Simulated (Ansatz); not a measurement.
System: methyltin triiodide, CH3I3Sn, net charge 0, singlet state. 
Structure (B3LYP-D3(BJ)/def2-TZVP (Ansatz, a first-principles code) minimum search):
SMILES: [I][Sn]([I])([I])[CH3]
```xyz
8

C     -2.7035    -0.4243     0.1207
Sn    -0.5827    -0.0914     0.0260
I      0.5398    -1.7160    -1.8173
I     -0.0654     2.4713    -0.6534
I      0.5532    -0.5941     2.4248
H     -2.8695    -1.4631     0.3960
H     -3.1164     0.2458     0.8710
H     -3.1219    -0.2121    -0.8603
```
Charge 0, spin multiplicity 1.

Total electronic energies in hartree. Cores are frozen in the correlated levels unless marked. No spin-orbit coupling. The frozen core is the preceding noble-gas configuration, with the filled d and f shells of earlier blocks. Past Kr the def2 sets carry scalar-relativistic core potentials. STO-3G rows are all-electron and non-relativistic. CBS(X,Y): correlation extrapolated as X^-3; Hartree-Fock from the larger set. [CCSD(T)-MP2]/basis is that difference in the basis named.

```
level                                                              program   energy (Eh)
----------------------------------------------------------  --------------  ------------
HF/STO-3G                                                           Ansatz  -26554.76784
RI-HF/def2-TZVPP                                                    Ansatz   -1143.12646
BLYP-D4/def2-TZVPD                                          Ansatz + dftd4   -1147.28564
revPBE-D3(BJ)/def2-TZVPD                                    Ansatz + dftd3   -1147.68675
B3LYP-D4/def2-TZVPD                                         Ansatz + dftd4   -1147.88761
PBE0/def2-SVP                                                       Ansatz   -1147.42501
BHLYP-D4/def2-TZVPD                                         Ansatz + dftd4   -1147.28951
r2SCANh-D4/def2-TZVPD                                       Ansatz + dftd4   -1147.87741
r2SCANh/def2-TZVPD                                                  Ansatz   -1147.87390
r2SCAN0-D4/def2-TZVPD                                       Ansatz + dftd4   -1147.81460
HSE06-D3(BJ)/def2-TZVPD                                     Ansatz + dftd3   -1147.51201
CAM-B3LYP/def2-TZVPD                                                Ansatz   -1147.47160
LC-wPBE/def2-TZVPD                                                  Ansatz   -1147.61991
B2PLYP-D3(BJ)/def2-TZVPD                                    Ansatz + dftd3    (withheld)
RPA@PBE/def2-TZVPP                                                  Ansatz   -1144.22776
SCS-MP2/def2-SVPD                                                   Ansatz   -1143.57441
SCS-MP2/def2-TZVPP                                                  Ansatz   -1143.80168
CCSD/STO-3G                                                         Ansatz  -26554.88339
CCSD/def2-SVP                                                       Ansatz   -1143.59879
CCSD(T)/def2-SVP                                                    Ansatz   -1143.61424
CCSD(T)/def2-QZVPPD                                                 Ansatz   -1143.98626
RI-MP2/CBS(def2-TZVPP,def2-QZVPP)+[CCSD(T)-MP2]/def2-QZVPP          Ansatz    -1144.0435
CCSD(T)/CBS(def2-TZVPPD,def2-QZVPPD)                                Ansatz    -1144.0426
```

### Question
Fill in the missing entries.

### Answer

- B2PLYP-D3(BJ)/def2-TZVPD, energy (Eh): -1146.37895
